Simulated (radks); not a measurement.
Question: The lithium ion Li2+, 1s1. Calculated with a radial shooting solver on a logarithmic mesh with Libxc functionals: non-relativistic Kohn-Sham, r2SCAN, spin-polarised, spherical densities, point nucleus; meta-GGA in the generalised Kohn-Sham scheme. Every spin shell is full or empty, so the densities are truly spherical. Functionals are evaluated on that one density, not self-consistently. Rank these orbital-free kinetic functionals by their error against the exact value of the orbitals, and give that value: Thomas-Fermi, TF + vW/9, TF + vW/5, LC94, APBEK, Perdew 92, LKT, PG1, DePristo-Kress.

Answer: Exact: 4.50016 hartree. From best to worst, with 100 (|E| - |E exact|)/|E exact| (equal figures are ties): APBEK +2.11, LC94 +2.27, TF + vW/9 +2.77, Perdew 92 +2.79, DePristo-Kress +2.94, Thomas-Fermi -8.34, TF + vW/5 +11.66, PG1 +55.30, LKT +62.62.
